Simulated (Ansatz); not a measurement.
TaPt5⁻: single points at one geometry.

```yaml
crystal:
  periodic: [false, false, false]
  atoms:
    - {symbol: Ta, position_ang: [0.809410, 1.998409, 0.907967]}
    - {symbol: Pt, position_ang: [0.449074, -0.570925, -2.807957]}
    - {symbol: Pt, position_ang: [-0.442338, 0.326852, 1.844573]}
    - {symbol: Pt, position_ang: [-0.254645, -0.978234, -0.363802]}
    - {symbol: Pt, position_ang: [-2.039794, -1.620575, 1.369388]}
    - {symbol: Pt, position_ang: [1.478293, 0.844473, -0.950159]}
basis:
  gaussian: {orbitals: def2-TZVPD, initial_orbitals: start.molden}
total_charge: -1
hamiltonian: {xc: hse06, dispersion: d4}
scf: {omitted_lower_state_checks: [starts]}
output: {orbitals: {seedname: orbitals}}
```

The file start.molden holds the orbitals of an earlier run on this structure, at another level or in another basis.

```sh
$ ansatz run in.yaml --threads 4 --pin off --events-out ev --progress --plain --max-ram 4787MiB
```

Shortened log:

```
Functional definition: HSE06
2495 factors; their error is unknown
122 factors; integrals over basis functions are off by at most 7.4e-5 eV
mean field evaluation 1: about -17791.0841 eV, gradient 4.4e-1 eV
mean field evaluation 2: about -17791.0868 eV, gradient 1.4e-2 eV
mean field evaluation 4: about -17791.2669 eV, gradient 1.2e-4 eV
mean field -17791.26692688 eV, -653.8170002090 hartree, gradient 1.4e-5 eV, S^2 0.000000; 0 other end points of the search recorded, 0 dependent functions left out
reference -17791.26699204 eV, -653.8170026035 hartree; 52, 52 occupied and 206, 206 virtual orbitals, 2495 factors
Total energy: -17791.80327118 eV, -653.8367104986 hartree
Checks for a lower state left out: starts
```

Hardware: 4 threads of Arm Neoverse V1 on a shared host. Wall time 15 s, peak host memory 1.5 GiB.

The first input with `hamiltonian: {xc: pbe, dispersion: d4}`, `output: {forces: true, orbitals: {seedname: orbitals}}` (abridged; 11 s):

```
Functional definition: PBE
mean field -17802.62179808 eV, -654.2342840289 hartree, gradient 2.2e-5 eV, S^2 0.000000
Total energy: -17803.24107636 eV, -654.2570420859 hartree
Atom 0 force     0.193479     0.793053     0.293975 eV/Å
Atom 1 force    -0.050297    -0.004146     0.270737 eV/Å
Atom 2 force    -0.358809    -0.436693     0.100233 eV/Å
Atom 3 force    -0.176322    -0.095828    -0.127148 eV/Å
Atom 4 force     0.188436     0.040232    -0.065754 eV/Å
Atom 5 force     0.203513    -0.296617    -0.472043 eV/Å
Dipole moment:     0.206954     0.858700     0.286906 e Å
Checks for a lower state left out: starts
```

The first input with `hamiltonian: {xc: pbe}`, `correlation: {method: rpa}` and without the key `output` (abridged; 2.1 min):

```
Functional definition: PBE
mean field -17802.62179139 eV, -654.2342837832 hartree, gradient 7.6e-6 eV, S^2 0.000000; unrestricted orbitals would lower it
mean field evaluation 16: about -17640.7558 eV, gradient 5.3e0 eV
mean field evaluation 32: about -17644.5809 eV, gradient 3.1e-1 eV
Total energy: -17735.60436569 eV, -651.7714388147 hartree
Checks for a lower state left out: starts
```

The first input with `correlation: {method: mp2}` and without the key `hamiltonian` (abridged; 1.8 min):

```
Functional definition: HF
mean field -17642.11237719 eV, -648.3356716084 hartree, gradient 3.5e-6 eV, S^2 0.000000; unrestricted orbitals would lower it
mean field evaluation 16: about -17642.1185 eV, gradient 8.3e0 eV
mean field evaluation 32: about -17644.4633 eV, gradient 3.7e-1 eV
unrestricted determinant -17644.63601142 eV, -648.4284134559 hartree, S^2 2.8902
second order -80.34685628 eV of doubles, -0.00000000 eV of singles
Total energy: -17722.45923347 eV, -651.2883641156 hartree
Checks for a lower state left out: starts
```

As the first input, with `hamiltonian: {xc: pbe0, dispersion: d4}` (abridged; 19 s):

```
Functional definition: PBE0
mean field -17791.14888831 eV, -653.8126623714 hartree, gradient 2.6e-5 eV, S^2 0.000000
Total energy: -17791.69054646 eV, -653.8325679416 hartree
Checks for a lower state left out: starts
```

As the first input, with `hamiltonian: {xc: {name: wB97M-V}}` (abridged; 3.3 min):

```
Functional definition: wB97M-V
mean field -17775.47861553 eV, -653.2367904684 hartree, gradient 1.1e-5 eV, S^2 0.000000
Total energy: -17775.47869304 eV, -653.2367933168 hartree
Checks for a lower state left out: starts
```

First input, but with `hamiltonian: {xc: {name: revPBE}, dispersion: d4}` (abridged; 10 s):

```
Functional definition: revPBE
mean field -17808.50719761 eV, -654.4505684723 hartree, gradient 2.7e-5 eV, S^2 0.000000
Total energy: -17809.51731179 eV, -654.4876894837 hartree
Checks for a lower state left out: starts
```

Geometry: PBE0-D4/def2-SVPD.

In the def2 sets Pt, Ta take a core potential; there is no spin–orbit coupling. HSE06 is defined as in plane-wave codes, on full-range PBE exchange. Correlated methods freeze no core orbitals; core or outer-core shells of Ta, Pt are correlated, in sets that lack core-valence functions. The restricted singlet is unstable towards broken spin symmetry at other levels; at HSE06-D4/def2-TZVPD, PBE0-D4/def2-TZVPD, ωB97M-V/def2-TZVPD, revPBE-D4/def2-TZVPD this wasn't settled. At PBE-D4/def2-TZVPD, RPA@PBE/def2-TZVPD, MP2/def2-TZVPD the restricted singlet (for correlated methods, its reference) is unstable: a solution with broken spin symmetry lies lower. No other spin state of charge -1 was run. The geometry of the singlet was relaxed on an unsound state (restricted singlet, unstable towards broken spin symmetry at other levels and untested here). Another isomer (singlet) lies 0.21 eV lower at PBE0-D4/def2-TZVPD; other spin states weren't run for this one.
